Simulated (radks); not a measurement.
Excited configurations of I II: one electron is placed in a higher orbital outside [Kr] 4d10 5s2 5p3. The ground configuration is [Kr] 4d10 5s2 5p4. All-electron calculation, scalar-relativistic Kohn-Sham, LDA (Slater exchange, Perdew-Wang correlation), spin-polarised, spherical densities, finite nucleus; open shells are filled with parallel spins first (spin-orbit coupling, left out, can overturn this in heavy ions); Fermi nuclear charge, rms radius 4.75 fm. Program: a radial shooting solver on a logarithmic mesh with Libxc functionals. Excitation = E - E(ground); binding = E(ion) - E, where the ion is the core of charge +2; n* = 2/sqrt(2 binding) in atomic units, and the quantum defect is n - n*.

outer orbital  excitation (eV)  binding (eV)     n*  quantum defect  eigenvalue (eV)  <r> (bohr)
4f                      15.107         3.971  3.702           0.298           -2.596       6.861
5d                      10.367         8.710  2.500           2.500           -5.881       3.687
5f                      16.235         2.842  4.376           0.624           -2.042       11.67
6s                       9.703         9.374  2.409           3.591           -7.336       4.668
6f                      17.069         2.009  5.205           0.795           -1.553       18.23
7s                      14.315         4.763  3.380           3.620           -3.822       9.029
7d                      16.379         2.698  4.491           2.509           -2.143       14.49
7f                      17.609         1.468  6.088           0.912           -1.170       26.32

The Delta-SCF ionisation energy is 19.078 eV (NIST Atomic Spectra Database: 19.131 eV, measured). Self-interaction in the functional shifts the binding energies and quantum defects, so they are the method's values and not measured ones. Open shells are spherical and high-spin; term and fine-structure splittings are not resolved. Spin-orbit splitting is averaged out at the scalar-relativistic level.
